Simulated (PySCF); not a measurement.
## Steps of a relaxation of [PbOCl]+

[PbOCl]+ (singlet). PySCF 2.14.0, RKS PBE0, Pb def2-SVP with ECP60, O def2-SVP, Cl def2-SVP; non-relativistic Hamiltonian with scalar-relativistic core potentials where named; density fitting; no spin-orbit coupling. Origin of the start: template. Columns: position (Å) and force (eV/Å). Energies are counted from the last step; some of the 10 steps are shown. Forces carry noise of the integration grid, about 0.01 to 0.03 eV/Å.

Run from Python with OMP_NUM_THREADS=2. Where DIIS fails, smearing, a level shift and second-order steps follow.
It took 9.4 s on 2 threads of Arm Neoverse V1, on a shared host, from the converged density of the start.

```xyz
3
step 0  E = 2.798 eV
Pb    0.2002    0.0000   -0.1710   -17.84    0.00   -6.04
O     1.6727    0.0000    0.4880    18.04    0.00    6.81
Cl   -1.9559    0.0000    0.7939    -0.20    0.00   -0.76
```

```xyz
3
step 3  E = 0.216 eV
Pb    0.1032    0.0000    0.0071     0.17    0.00    0.97
O     2.0178    0.0000    0.3942    -0.85    0.00   -0.49
Cl   -2.2039    0.0000    0.7096     0.69    0.00   -0.48
```

```xyz
3
step 6  E = 0.005 eV
Pb    0.1107    0.0000    0.2952     0.30    0.00    0.09
O     2.0128    0.0000    0.2360    -0.16    0.00   -0.05
Cl   -2.2064    0.0000    0.5797    -0.14    0.00   -0.04
```

Question: Where does the relaxation end?

Answer: It converges at step 9 in C∞v:
```xyz
3
step 9  E = 0
Pb    0.1197    0.0000    0.3540
O     2.0110    0.0000    0.2032
Cl   -2.2137    0.0000    0.5537
```

Question: How did the contacts change?

Answer: 
```csv
contact,start (Å),end (Å)
Pb1–O2 (O),1.613,1.897
Pb1–Cl3 (Cl),2.362,2.342
```
